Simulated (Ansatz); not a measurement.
GeH4OSe (`[OH][GeH2][SeH]`). Total charge 0; spin multiplicity 1. Geometry: relaxed with PBE0-D4/def2-TZVP. It is one conformer, not always the lowest.

```xyz
7

O     1.437    0.628    0.379
Ge   -0.310    0.309    0.440
Se   -1.003   -0.935   -1.432
H     1.717    0.948   -0.483
H    -0.499   -0.455    1.752
H    -1.117    1.616    0.364
H    -0.226   -2.111   -1.019
```

Q: What is the dipole moment at ωB97M-V/def2-TZVPP? (Best estimate.)

A: Computed: 0.44 D, with components (-0.26, 0.28, -0.23) D in this frame, pointing from negative to positive charge.

Q: And with PBE, r2SCAN, B3LYP? (Estimate.)

A: The calculation gave: PBE 0.39 D, r2SCAN 0.37 D, B3LYP 0.46 D.

Q: Give the Mulliken charges with ωB97M-V, r2SCAN, PBE in def2-TZVPP. (Best estimate.)

A: Ansatz gave: 
| atom | ωB97M-V | r2SCAN | PBE |
| --- | --- | --- | --- |
| O1 | -0.42 | -0.44 | -0.38 |
| Ge2 | 0.38 | 0.47 | 0.40 |
| Se3 | -0.27 | -0.28 | -0.26 |
| H4 | 0.17 | 0.19 | 0.18 |
| H5 | 0.03 | 0.00 | 0.00 |
| H6 | 0.01 | -0.02 | -0.02 |
| H7 | 0.09 | 0.08 | 0.07 |

B3LYP here is the variant with VWN-RPA as its local correlation; programs differ in this.
